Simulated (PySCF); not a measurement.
A structure optimised at PBE-D3(BJ)/def2-SVP, used in a PySCF frequency run:

```xyz
10

Ga     0.0000     0.0000    -0.6203
H      0.0000     0.0000    -2.2092
Si    -2.1078     0.0041     0.5811
H     -2.4867    -1.4335     0.8545
H     -1.9990     0.6957     1.9163
H     -3.2425     0.6332    -0.1862
Si     2.1078    -0.0041     0.5811
H      1.9990    -0.6957     1.9163
H      3.2425    -0.6332    -0.1862
H      2.4867     1.4335     0.8545
```
Charge 0, spin multiplicity 1.

Problem. Write its SMILES, formula and point group.

Solution. [SiH3][GaH][SiH3], GaH7Si2, C2

Problem. What are its rotational constants (standard atomic weights)?

Solution. 7.7571, 1.7005, 1.4419 GHz
